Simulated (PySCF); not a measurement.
# Gas-phase XPS of Si(SMe)4, computed

Si(SMe)4, C₄H₁₂S₄Si.
Cartesian coordinates in Å at the PBE0-D3(BJ)/def2-SVP level; atoms count from 1:
```xyz
21
C4H12S4Si angstrom
Si    -0.0200    0.0139    0.0056
S      0.0105   -0.0468    2.1374
C      0.9499   -1.5902    2.3920
H      0.5420   -2.3925    1.7606
H      0.8305   -1.8618    3.4492
H      2.0150   -1.4451    2.1686
S      1.9972    0.0002   -0.6859
C      1.7076    0.0039   -2.4883
H      1.3601   -0.9788   -2.8331
H      2.6702    0.2391   -2.9615
H      0.9714    0.7755   -2.7540
S     -1.0647    1.7753   -0.5917
C     -0.0167    3.0380    0.2061
H     -0.1789    3.0571    1.2918
H     -0.3052    4.0061   -0.2248
H      1.0433    2.8430   -0.0097
S     -1.0170   -1.6715   -0.8381
C     -2.6713   -1.4558   -0.0974
H     -2.5825   -1.2593    0.9804
H     -3.2117   -2.3988   -0.2536
H     -3.2165   -0.6358   -0.5831
```

Computed with delta-SCF UKS SCAN, pcX-2 on the ionised atom, pcseg-1 elsewhere, spin-free X2C (PySCF 2.14.0). These are vertical core ionisation energies against the vacuum level, from separate self-consistent calculations with and without the core hole.

Problem. List the computed XPS lines with their assignment.

Solution. 
| atom(s) | environment | level | binding energy (eV) | 2p1/2 (eV) | count |
| --- | --- | --- | --- | --- | --- |
| Si1 | silicon bonded to 4 S | Si 2p3/2 | 107.28 | 107.90 | 1 |
| Si1 | silicon bonded to 4 S | Si 1s | 1847.24 | – | 1 |
| S2/S7/S12/S17 | sulfur bonded to C and Si | S 1s | 2476.48 | – | 4 |
| C3/C8/C13/C18 | carbon bonded to S and 3 H | C 1s | 291.15 | – | 4 |

Problem. Which photon wavelength matches the Si 2p3/2 of Si1 threshold?

Solution. λ = hc/E = 12398.42 eV Å / 107.28 eV = 115.571 Å.

Problem. Which photon energy gives electrons from Si 2p3/2 of Si1 a kinetic energy of 50 eV, and what is their de Broglie wavelength?

Solution. hν = 107.28 + 50 = 157.28 eV, recoil neglected; λ = 12.264 Å/√(E/eV) = 1.73 Å.

Topologically equivalent atoms share the value of their first member; where this conformer doesn't relate them by symmetry, their own values could differ. Not every level is listed. The 2p values add to the ΔSCF energy of one spin-free hole a correction within the shell (spin–orbit coupling, ligand field). 2p1/2 minus 2p3/2 (ligand field included): Si 0.62 eV. Geometry: PBE0-D3(BJ)/def2-SVP, one conformer, isolated molecule.

The run took 52 s wall, 2.2 min CPU on 2 threads, Intel Xeon Platinum 8488C (x86_64), shared host, and the process peaked at 1.2 GiB of memory.
